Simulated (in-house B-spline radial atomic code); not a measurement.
A fraction x of an electron is moved 3p → 4p in Rb2+, starting from [Ar] 3d10 4s2 4p5 and keeping the highest spin. Level of theory: scalar-relativistic (X2C) LC-wPBE, spin-polarised, spherical fractional occupations, Fermi nucleus of rms radius 4.2036 fm; calculated with an all-electron radial atomic-structure program (B-spline basis).

Caution: exact exchange at fractional occupations of open shells leaves self-interaction of up to several eV.

| x | E(x) - E(0) (eV) | 3p down level (eV) | 4p down level (eV) |
| --- | --- | --- | --- |
| 0 | 0.0000 | -250.872 | -34.925 |
| 0.125 | 27.0235 | -252.101 | -35.673 |
| 0.25 | 54.1069 | -253.324 | -36.420 |
| 0.375 | ? | ? | ? |
| 0.5 | 108.4506 | -255.755 | -37.912 |
| 0.625 | 135.7099 | -256.962 | -38.657 |
| 0.75 | 163.0267 | -258.164 | -39.401 |
| 0.875 | ? | ? | ? |
| 1 | 217.8307 | -260.551 | -40.886 |

Task: What belongs in the row x = 0.375?

Result: An energy change of 81.2494 eV; 3p down at -254.542 eV, 4p down at -37.167 eV.

Task: What belongs in the row x = 0.875?

Result: An energy change of 190.4005 eV; 3p down at -259.360 eV, 4p down at -40.144 eV.

Task: Check Janak's theorem between x = 0.125 and 0.25.

Result: The slope of the energy is 216.67 eV; the orbital levels give 216.67 eV (ε of the receiving orbital less ε of the emptying one, averaged over the two points).
